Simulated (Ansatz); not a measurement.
Ga(OH)2(SiH3) (GaH5O2Si), SMILES [OH][Ga]([OH])[SiH3]. Atoms are numbered in the order given.

```xyz
9

Ga    -0.2507     0.0649    -0.1636
O     -1.5808    -1.1290    -0.3611
H     -2.3164    -0.8719    -0.9314
O     -0.3887     1.6384    -1.0230
H     -1.1771     1.7722    -1.5643
Si     1.6596    -0.4324     1.1869
H      2.1649     0.8078     1.8421
H      2.7414    -0.9947     0.3257
H      1.3076    -1.4349     2.2324
```
Charge 0, spin multiplicity 1.

Geometry: B3LYP-D3(BJ)/def2-SVP. The structure was generated by enumeration; whether it is a known compound was not checked. Other conformers were not sampled.

Two levels are set side by side: PBE-D3(BJ)/def2-SVP (Ansatz, a program for electronic structure) and B3LYP-D3(BJ)/def2-SVP (Ansatz). Each level has its own optimised geometry; the coordinates shown are those of the second. Differences are taken from unrounded values.

```tsv
quantity	B3LYP-D3(BJ)
mean bond length (Å)	1.549
bond Ga1–O2 (Å)	1.798
bond Ga1–O4 (Å)	1.798
bond Ga1–Si6 (Å)	2.392
bond O2–H3 (Å)	0.966
bond O4–H5 (Å)	0.966
bond Si6–H7 (Å)	1.491
bond Si6–H8 (Å)	1.493
bond Si6–H9 (Å)	1.491
```

What does PBE-D3(BJ) give, and how far is it from B3LYP-D3(BJ)? (An estimate is asked for; the answer gives what the named calculation found.)


```
quantity              PBE-D3(BJ)  PBE-D3(BJ) minus B3LYP-D3(BJ)
--------------------  ----------  -----------------------------
mean bond length (Å)       1.559                          0.010
bond Ga1–O2 (Å)            1.811                          0.013
bond Ga1–O4 (Å)            1.811                          0.013
bond Ga1–Si6 (Å)           2.390                         -0.002
bond O2–H3 (Å)             0.975                          0.009
bond O4–H5 (Å)             0.975                          0.009
bond Si6–H7 (Å)            1.504                          0.013
bond Si6–H8 (Å)            1.505                          0.013
bond Si6–H9 (Å)            1.503                          0.013
```

Exact exchange shortens and stiffens bonds; PBE has none. Differences between two approximate levels are no errors against the true value.
